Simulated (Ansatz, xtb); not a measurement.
Relative energy of two isomers of C5H6GeN2

We compare a, `C#Cc1ccn[n]1[GeH3]`, a singlet, with b, `C#Cc1cn[n]([GeH3])c1`, a singlet. Both are isolated molecules in the gas phase, relaxed with B3LYP/def2-SVP.

a (Å):

```yaml
atoms:
  - { symbol: C, position_ang: [0.8647, 2.7833, -0.4187] }
  - { symbol: C, position_ang: [0.4187, 1.6533, -0.4489] }
  - { symbol: C, position_ang: [-0.0883, 0.3276, -0.4861] }
  - { symbol: C, position_ang: [-1.3847, -0.1610, -0.3353] }
  - { symbol: C, position_ang: [-1.2509, -1.5591, -0.4729] }
  - { symbol: Ge, position_ang: [2.5955, -0.8427, -0.9802] }
  - { symbol: N, position_ang: [0.0132, -1.9120, -0.6901] }
  - { symbol: N, position_ang: [0.7229, -0.7677, -0.6986] }
  - { symbol: H, position_ang: [1.2539, 3.7838, -0.3918] }
  - { symbol: H, position_ang: [-2.2824, 0.4240, -0.1531] }
  - { symbol: H, position_ang: [-2.0278, -2.3221, -0.4221] }
  - { symbol: H, position_ang: [2.8937, -2.3316, -1.1636] }
  - { symbol: H, position_ang: [3.2797, -0.2488, 0.2612] }
  - { symbol: H, position_ang: [2.9127, -0.0145, -2.2353] }
```

b (Å):

```yaml
atoms:
  - { symbol: C, position_ang: [-1.8401, 2.7111, 0.3563] }
  - { symbol: C, position_ang: [-1.0736, 1.8776, -0.0833] }
  - { symbol: C, position_ang: [-0.1764, 0.9092, -0.6106] }
  - { symbol: C, position_ang: [0.3525, 0.8198, -1.9355] }
  - { symbol: C, position_ang: [0.3957, -0.1791, 0.0448] }
  - { symbol: Ge, position_ang: [2.2578, -2.3687, -0.6819] }
  - { symbol: N, position_ang: [1.1623, -0.2172, -2.0676] }
  - { symbol: N, position_ang: [1.1862, -0.8246, -0.8560] }
  - { symbol: H, position_ang: [-2.5183, 3.4459, 0.7466] }
  - { symbol: H, position_ang: [0.1558, 1.4858, -2.7755] }
  - { symbol: H, position_ang: [1.7248, -3.4154, -1.6683] }
  - { symbol: H, position_ang: [3.7041, -1.9654, -0.9948] }
  - { symbol: H, position_ang: [2.0770, -2.8026, 0.7819] }
  - { symbol: H, position_ang: [0.2852, -0.5175, 1.0730] }
```

**Question.** Estimate E(b) − E(a) at the level CCSD(T)/def2-SVP + ΔMP2/def2-TZVPP.

**Answer.** CCSD(T)/def2-SVP + ΔMP2/def2-TZVPP gives E(b) − E(a) = +0.35 kJ/mol, slightly favouring structure a, which is too small a margin to settle the true order.

How the difference moves with the method:

| level | geometry | E(b) − E(a) (kJ/mol) | departure from the last row (kJ/mol) | job, with rough time for the two |
| --- | --- | --- | --- | --- |
| GFN2-xTB | GFN2-xTB | +4.48 | +4.13 | optimisation, 0.23 s |
| HF/STO-3G | GFN2-xTB | +1.24 | +0.89 | single point, 0.92 s |
| r2SCAN-D4/def2-SVP | GFN2-xTB | +3.01 | +2.66 | single point, 8.7 s |
| B3LYP/def2-SVP | B3LYP/def2-SVP | −2.21 | −2.56 | optimisation, 3.8 min |
| HF/def2-SVP | B3LYP/def2-SVP | −9.67 | −10.02 | part of the CCSD(T) run |
| MP2/def2-SVP | B3LYP/def2-SVP | +2.14 | +1.79 | part of the CCSD(T) run |
| CCSD(T)/def2-SVP | B3LYP/def2-SVP | −2.45 | −2.80 | single point |
| CCSD(T)/def2-SVP + ΔMP2/def2-TZVPP | B3LYP/def2-SVP | +0.35 |  | single point, 5 min |

As drawn, both hold the same kinds of bond in the same numbers.

The largest departure from CCSD(T)/def2-SVP + ΔMP2/def2-TZVPP is that of HF/def2-SVP, 10.02 kJ/mol. The last row adds to CCSD(T) the change of the MP2 difference between the two basis sets, here +2.80 kJ/mol.

With thermal terms from frequencies at re-optimised GFN2-xTB minima (ideal gas, soft modes damped towards free rotors, one conformer each, 298.15 K, 1 atm): on the last row, ΔE + ΔZPE = −0.05, ΔH = +0.14, ΔG = −0.18 kJ/mol.

The correlated steps freeze 16 core orbitals; the filled d shell of Ge is correlated, in a basis made for valence electrons. Run with Ansatz 0.2.0, xtb 6.7.1; the last row on 2 threads of Arm Neoverse V2 on a shared host.
